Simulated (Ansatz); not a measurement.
Geometry optimisation, Ansatz 0.2.0, RKS PBE0-D4/def2-SVP.

The input (input.yaml):

```yaml
crystal:
  periodic: [false, false, false]
  atoms:
    - { symbol: Ge, position_ang: [0.0, 0.0, 0.0] }
    - { symbol: F, position_ang: [0.0, 0.0, 2.03] }
    - { symbol: H, position_ang: [1.4616, 0.0, -0.5162] }
    - { symbol: Ge, position_ang: [-1.1304, 1.9584, -0.7992] }
    - { symbol: H, position_ang: [-2.6003, 1.6043, -1.1405] }
    - { symbol: H, position_ang: [-1.1048, 3.0541, 0.2968] }
    - { symbol: H, position_ang: [-0.4177, 2.4843, -2.0712] }
    - { symbol: F, position_ang: [-0.7913, -1.3709, -0.5594] }
    - { symbol: O, position_ang: [0.776, 1.8046, 0.6527] }
    - { symbol: H, position_ang: [1.567, 1.6327, 1.2567] }
    - { symbol: H, position_ang: [0.47, 1.0931, 1.7453] }
basis:
  gaussian: { orbitals: def2-SVP }
hamiltonian:
  xc: pbe0
  dispersion: d4
relax:
  f_tol: 0.15
  max_steps: 25
  restrain:
    - { distance: [0, 8], at: 1.77, k: 30.0 }
    - { distance: [10, 1], at: 0.92, k: 30.0 }
    - { distance: [0, 1], at: 2.88, k: 30.0 }
    - { distance: [10, 8], at: 2.21, k: 30.0 }
```

Run as:

```bash
$ ansatz run input.yaml --threads 4 --pin off --max-ram 5120MiB --backend cpu --events-out ev --progress --plain --runs-dir out
```

**Question.** Where does it end, and by what steps?

**Answer.** The run converged. The restraints hold the end off the free minimum. After 19 steps the energy has fallen by 2.826 eV (the restraints' own energy left out); F2 moved furthest, 1.43 Å. Parted: Ge1–F2 (2.03 → 2.89 Å). Joined: F2–H11 (1.22 → 0.92 Å).

```json
{"step": "0", "energy less start (eV)": "0.0000", "largest force component (eV/Å)": "5.741", "accepted": "yes"}
{"step": "1", "energy less start (eV)": "-0.0072", "largest force component (eV/Å)": "4.548", "accepted": "yes"}
{"step": "2", "energy less start (eV)": "-0.0910", "largest force component (eV/Å)": "4.187", "accepted": "yes"}
{"step": "3", "energy less start (eV)": "-0.4891", "largest force component (eV/Å)": "2.062", "accepted": "yes"}
{"step": "4", "energy less start (eV)": "-1.2741", "largest force component (eV/Å)": "2.181", "accepted": "yes"}
{"step": "5", "energy less start (eV)": "-1.7833", "largest force component (eV/Å)": "1.802", "accepted": "yes"}
{"step": "6", "energy less start (eV)": "-2.0857", "largest force component (eV/Å)": "1.398", "accepted": "yes"}
{"step": "7", "energy less start (eV)": "-2.2968", "largest force component (eV/Å)": "0.788", "accepted": "yes"}
{"step": "8", "energy less start (eV)": "-2.3815", "largest force component (eV/Å)": "0.767", "accepted": "yes"}
{"step": "9", "energy less start (eV)": "-2.4275", "largest force component (eV/Å)": "1.220", "accepted": "yes"}
{"step": "10", "energy less start (eV)": "-2.4766", "largest force component (eV/Å)": "1.258", "accepted": "yes"}
{"step": "11", "energy less start (eV)": "-2.5629", "largest force component (eV/Å)": "0.799", "accepted": "yes"}
{"step": "12", "energy less start (eV)": "-2.6204", "largest force component (eV/Å)": "0.746", "accepted": "yes"}
{"step": "13", "energy less start (eV)": "-2.6996", "largest force component (eV/Å)": "0.434", "accepted": "yes"}
{"step": "14", "energy less start (eV)": "-2.7513", "largest force component (eV/Å)": "0.418", "accepted": "yes"}
{"step": "15", "energy less start (eV)": "-2.7907", "largest force component (eV/Å)": "0.432", "accepted": "yes"}
{"step": "16", "energy less start (eV)": "-2.7995", "largest force component (eV/Å)": "0.339", "accepted": "yes"}
{"step": "17", "energy less start (eV)": "-2.8113", "largest force component (eV/Å)": "0.440", "accepted": "yes"}
{"step": "18", "energy less start (eV)": "-2.8201", "largest force component (eV/Å)": "0.389", "accepted": "yes"}
{"step": "19", "energy less start (eV)": "-2.8265", "largest force component (eV/Å)": "0.460", "accepted": "yes"}
```

```xyz
11
Properties=species:S:1:pos:R:3
Ge 0.565 0.522 -0.393
F -1.174 0.802 1.895
H 1.597 0.324 -1.528
Ge -1.282 2.024 -0.801
H -2.609 1.272 -0.654
H -1.197 3.200 0.180
H -1.151 2.570 -2.239
F 0.065 -1.110 -0.037
O 1.460 1.094 1.033
H 2.299 0.637 1.157
H -0.343 0.925 2.281
```

The run took 49 s on 4 threads of Arm Neoverse V2, on a shared host, peak memory 0.41 GiB.
